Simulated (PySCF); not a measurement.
C2H12FNSi3.
Z-matrix (Å and degrees, GFN2-xTB geometry), rows numbered from 1:
```
C 
N   1  1.4405
C   2  1.4398  1  111.91
Si  2  1.7237  1  121.34  3  -155.41
Si  4  2.3183  2  108.65  1  -160.13
Si  5  2.3033  4  114.15  2   148.10
F   6  1.6214  5  105.89  4    17.00
H   1  1.0972  2  111.89  3    63.27
H   1  1.0865  2  109.70  3  -176.26
H   1  1.0943  2  109.81  3   -56.70
H   3  1.0879  2  110.07  1   177.64
H   3  1.0946  2  109.89  1    57.97
H   3  1.0978  2  111.76  1   -61.74
H   4  1.4822  2  113.92  1    74.72
H   4  1.4676  2  103.14  1   -39.54
H   5  1.4785  4  111.10  2   -89.58
H   5  1.4761  4  113.93  2    24.64
H   6  1.4608  5  118.65  4   130.56
H   6  1.4609  5  117.96  4   -96.56
```

Computed at PBE0/pcSseg-1 (PySCF, non-relativistic), with Q(14N) = 0.02044 b: N2, 14N (I = 1): χzz = -5.508 MHz, η = 0.306.

Q: Find the zero-field quadrupole resonance frequencies of 14N at N2.

A: From ν± = (3/4)|χ|(1 ± η/3) and ν0 = |χ|η/2: ν+ 4.552 MHz, ν− 3.710 MHz, ν0 0.842 MHz (silicon-bound nitrogen).

In a crystal, neighbours and librations shift these lines. Isolated species at its GFN2-xTB geometry (one conformer only). GFN2-xTB bond lengths can be off by several hundredths of an ångström, more for odd bonds, and the gradients follow them. The basis is small and wasn't made for field gradients, so the couplings can be 20 % off.
